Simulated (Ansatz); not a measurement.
This geometry of GaH3 + H3P (8 atoms, charge 0, multiplicity 1) is a first-order saddle point.

The calculation used RKS BHLYP/def2-SVP in Ansatz 0.2.0.

```xyz
8
Properties=species:S:1:pos:R:3
Ga 0.048 -0.260 -0.001
H -0.075 0.144 1.668
H 1.478 0.074 -0.481
H -1.370 -0.140 -0.607
P 0.148 -2.674 1.163
H -0.656 -3.013 0.052
H 1.390 -2.801 0.500
H -0.013 -0.939 1.609
```

**Question.** Which two structures does it join? (They come from a converged band through this point; their orientation in space is the band's.)

**Answer.** Bonds broken: Ga1–H2, P5–H8. Bonds formed: Ga1–P5, H2–H8. GaH3 + H3P becomes GaH4P + H2.

Initial state:

```xyz
8
Properties=species:S:1:pos:R:3
Ga 0.017 0.228 0.049
H -0.075 0.835 1.489
H 1.414 0.050 -0.635
H -1.292 -0.120 -0.735
P 0.202 -3.131 1.221
H -0.655 -2.885 0.120
H 1.376 -2.710 0.551
H -0.037 -1.876 1.843
```

Final state:

```xyz
8
Properties=species:S:1:pos:R:3
Ga 0.118 -0.725 -0.158
H -0.171 0.705 2.012
H 1.416 0.136 -0.310
H -1.280 -0.165 -0.586
P 0.259 -2.870 0.739
H -0.624 -3.474 -0.188
H 1.448 -3.238 0.063
H -0.216 0.022 2.331
```

**Question.** How far does it lie above each of them?

**Answer.** 1.34 eV above the first and 1.45 eV above the second. This is the barrier of this one path; another mechanism may lie lower. The orbitals stay closed-shell, which can raise the energy where a bond breaks towards radicals; this wasn't checked here.

Time of the run: 2.2 min on 1 thread of Arm Neoverse V1, on a shared host, peak memory 0.16 GiB.
